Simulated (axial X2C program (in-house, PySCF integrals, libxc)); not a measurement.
**Excited states of PtH⁻ by EOM-EE-CCSD**

Computed with an in-house all-electron X2C program for linear molecules (integrals from PySCF): two-component X2C with atomic mean-field Coulomb and Gaunt terms, Gaussian nuclei, basis Pt dyall-acv3z, H dyall-av3z with contracted cores.

R = 1.515 Å (near the PBE0 minimum at charge -1 of the determinant lowest at the starting distance; the state shown can have its own minimum elsewhere).

Hartree–Fock spinors of PtH⁻ (one of each Kramers pair; a window near the gap, which can cut inner shells):

| ω | occupied | ε (eV) | character |
| --- | --- | --- | --- |
| 1/2 | yes | -7.61 | 46% Pt d, 40% H s, 6% Pt s |
| 3/2 | yes | -5.06 | 97% Pt d |
| 1/2 | yes | -4.85 | 83% Pt d, 8% H s, 3% Pt s |
| 3/2 | yes | -3.68 | 96% Pt d, 2% H p |
| 5/2 | yes | -3.23 | 99% Pt d |
| 1/2 | yes | -1.25 | 48% Pt s, 29% Pt d, 17% H s |
| 1/2 | no | 2.21 | 96% Pt p, 2% Pt s |
| 3/2 | no | 2.34 | 100% Pt p |
| 1/2 | no | 2.34 | 100% Pt p |
| 1/2 | no | 3.20 | 90% Pt s, 4% H s, 4% Pt p |
| 1/2 | no | 4.62 | 64% H s, 20% Pt p, 9% Pt s |
| 1/2 | no | 5.30 | 86% Pt p, 6% Pt d, 4% H s |

Vertical excitation energies from the closed-shell determinant state of PtH⁻:

```csv
Ω,excitation (eV),cm⁻¹,hole of the leading pair,particle of the leading pair,weight of the pair (for Ω = 0 its time-reversed partner can hold as much again),singles weight
3,1.318,10627,99% Pt dδ,"57% Pt pσ, 20% Pt dσ, 9% Pt sσ",0.94,0.94
2,1.354,10924,99% Pt dδ,"56% Pt pσ, 19% Pt dσ, 9% Pt sσ",0.81,0.94
```

This point took 80 s on 1 thread of Arm Neoverse N1, with other jobs on the host.

Reference electrons by ω block (each with its −ω partner): 1/2: 22, 3/2: 12, 5/2: 5, 7/2: 1. 12 electrons of PtH⁻ correlated (inner shells frozen), 88 natural virtual spinors (a truncated set); levels can be off by some tenths of an eV. Roots sought by Ω: (0: 5, 1: 4, 2: 3, 3: 1); the list ends where they run out and leaves out roots under 60 % singles weight. The solver can skip a root, and states that need a further excitation, which the method places far too high, are missing though they may lie low or lowest. T1 of the reference 0.037 (Lee–Taylor). Some roots did not converge and are left out. The highest Hartree–Fock level of the anion lies at -1.25 eV; relaxation, partly offset by correlation, puts the detachment threshold some tenths of an eV to over one eV lower in magnitude, and states above it are held by the basis set and are not bound; that holds for every row here. Number of frozen shells: Pt 5 s, 4 p, 2 d, 1 f; H none. Large amplitudes in the reference (orbital relaxation or multireference character) lower the reliability.
